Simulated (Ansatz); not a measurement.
Molecule: sum formula H4BSiO2 (charge 0, doublet). It need not be the lowest isomer of its formula. SMILES: [O]B(O)[SiH3]
Structure (B3LYP-D3(BJ)/def2-TZVP (Ansatz, a program for electronic structure) minimum search):
```
B
O 1 1.2762
O 1 1.3526 2 144.38
H 3 0.9664 1 113.46 2 0.00
Si 1 2.1467 2 91.99 3 180.00
H 5 1.4747 1 108.51 2 60.79
H 5 1.4747 6 111.73 1 119.59
H 5 1.4879 6 110.16 7 122.78
```
Charge 0, spin multiplicity 2.

Parts of the frozen-core correlation energy in aug-cc-pV(T+d)Z (Ansatz, hartree). Frozen orbitals: 8; correlated occupied orbitals by spin: 12 and 11; virtual: 265 and 266. UHF or UKS for open shells. No spin-orbit coupling. No relativistic terms.

```json
[
 {"term": "reference (HF)", "value": "-465.79399"},
 {"term": "MP2 opposite-spin", "value": "-0.52642"},
 {"term": "MP2 same-spin", "value": "___"},
 {"term": "CCSD correlation", "value": "___"},
 {"term": "(T)", "value": "___"},
 {"term": "T1 diagnostic", "value": "0.030"},
 {"term": "largest doubles amplitude", "value": "0.016"},
 {"term": "<S^2> of the reference", "value": "0.785"}
]
```

Problem. What belongs in the gaps?

Solution. 
- MP2 same-spin, value: -0.16224
- CCSD correlation, value: -0.72571
- (T), value: -0.02939
